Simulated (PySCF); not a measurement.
Cost of excited-state runs on `c12c(cccc1)-c1c(CC)cccc1-2`, C$_{14}$H$_{12}$

Geometry:
```tsv
atom	x (Å)	y (Å)	z (Å)
C1	-2.937	-1.285	0.072
C2	-2.102	-0.867	1.284
C3	-1.268	0.336	0.958
C4	-1.694	1.649	1.261
C5	-0.954	2.766	0.943
C6	0.290	2.685	0.286
C7	0.702	1.424	-0.015
C8	-0.067	0.272	0.312
C9	0.978	-0.600	-0.299
C10	1.385	-1.862	-0.608
C11	2.629	-1.951	-1.264
C12	3.378	-0.838	-1.573
C13	2.951	0.468	-1.257
C14	1.750	0.551	-0.623
H15	-3.614	-0.483	-0.216
H16	-3.526	-2.170	0.301
H17	-2.288	-1.507	-0.772
H18	-2.764	-0.644	2.123
H19	-1.448	-1.694	1.571
H20	-2.640	1.774	1.768
H21	-1.338	3.741	1.206
H22	0.852	3.576	0.051
H23	0.817	-2.751	-0.378
H24	3.004	-2.929	-1.533
H25	4.327	-0.964	-2.075
H26	3.557	1.325	-1.512
```

PySCF with density fitting, on 1 thread of an Arm Neoverse V1, shared host. Command: `OMP_NUM_THREADS=1 python excited_run.py task.json out`

Q: How long does each of these runs take, and how much memory?
- magnetisability and related constants, BHandHLYP/pcSseg-1; writes grids
- magnetisability and related constants, revPBE/STO-3G; SCF tolerance 1e-11 Eh

A: 
| run | level | basis functions | wall time | peak memory (GiB) |
| --- | --- | --- | --- | --- |
| magnetisability and related constants | BHandHLYP/pcSseg-1 | 298 | 2.9 min | 1.6 |
| magnetisability and related constants | revPBE/STO-3G | 82 | 38 s | 0.62 |

Times from a shared host are rough.
